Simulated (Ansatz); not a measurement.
`C[O][AlH][F]` + CH₃SH → `C[S][AlH][F]` + CH₃OH at 500 K and 1 bar (ligand exchange at the Al–O bond).

Program: Ansatz. Geometries: PBE0-D4/def2-TZVP. ΔE: electronic, gas phase. CCSD(T)/CBS is the MP2 limit (def2-TZVPP, def2-QZVPP) plus CCSD(T) − MP2 in def2-TZVPP, frozen cores. This one scheme is used for every species. Each species was taken in one conformer, which may not be the lowest.

```csv
species,CCSD(T)/CBS energy (Eh),H − E (kJ/mol),S (J/(mol·K))
`C[O][AlH][F]`,-457.55503,173.0,373.2
CH₃SH,-438.22835,145.1,283.7
`C[S][AlH][F]`,-780.15488,167.9,386.3
CH₃OH,-115.61712,157.0,265.4
```

H − E and S are ideal-gas, rigid-rotor, harmonic terms from PBE0-D4/def2-TZVP, for one conformer and one mirror image of each species. 1 Eh = 2625.50 kJ/mol, R = 8.31446 J/(mol·K).

By hand: ΔE, ΔH, ΔS and ΔG.

ΔE = (-780.15488) + (-115.61712) − (-457.55503) − (-438.22835) = 0.01138 Eh = 29.9 kJ/mol. Δ(H − E) = 167.9 + 157.0 − 173.0 − 145.1 = 6.8, so ΔH = 36.7 kJ/mol. ΔS = 386.3 + 265.4 − 373.2 − 283.7 = -5.2 J/(mol·K). ΔG = 36.7 − 500 × (-5.2)/1000 = 39.3 kJ/mol.

By hand: the equilibrium constant, and the temperature at which ΔG would vanish if ΔH and ΔS stayed fixed.

log₁₀ K = −ΔG/(RT ln 10) = -4.1. ΔH and −TΔS have one sign here, so there is no such temperature.

The number of gas molecules stays the same, so ΔS is small and ΔH decides. A doubt of 5 kJ/mol in ΔE shifts log₁₀ K by 0.5 here. Other conformers and mirror images would add mixing entropy, several J/(mol·K) or more a flexible species. These are equilibria of isolated gas molecules and say nothing of rates. Largest T1 diagnostic: 0.013 (customary marks: 0.02 for closed shells, 0.045 for open ones).

ΔS is within the doubt of such terms, so its sign, and with it that verdict, could turn.
